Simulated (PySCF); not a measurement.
Gas-phase reaction: 3 TaOF3 + 3 F2 ⇌ 3 TaF5 + O3

Method: PySCF energies (xtb for GFN2) plus ideal-gas RRHO corrections (1 bar). † marks an energy on the PBE0/def2-TZVP geometry and frequencies; other levels use their own. MP2 freezes the core. All species are closed-shell singlets. B3LYP is the form with VWN-RPA correlation. Ta: scalar-relativistic def2 core potential, no spin-orbit coupling. TaOF3: computed as isolated molecules; such fragments, hydroxides, amides, oligomers or adducts are transient or little studied in the gas. MP2 isn't extrapolated to the basis-set limit; its ΔH°(298 K) is -1239.5 kJ in def2-SVP and -1238.3 kJ in def2-TZVPP. The harmonic model lacks anharmonicity and excited electronic states, which grow with temperature; levels with a mode under 35 cm⁻¹ are left out. Strong static correlation: O3. Soft modes under 120 cm⁻¹ make the harmonic entropy rough for TaF5.

```csv
level,"ΔE electronic, kJ","ΔH°(298 K), kJ","ΔS°(298 K), J/K","ΔG°(1800 K), kJ"
B3LYP/def2-TZVP†,-1225,-1216,-297,-712
GFN2-xTB,-1698,-1683,-313,-1143
MP2/def2-SVP†,-1248,-1240,-297,-735
MP2/def2-TZVPP†,-1247,-1238,-297,-734
PBE/def2-SVP,-1293,-1284,-296,-780
LDA/def2-TZVP†,-1365,-1356,-297,-852
ωB97M-V/def2-TZVP†,-1252,-1243,-297,-738
ωB97X-V/def2-TZVP†,-1258,-1250,-297,-745
```
ΔH° is lowest at GFN2-xTB and highest at B3LYP/def2-TZVP†. No reference value is set beside these.
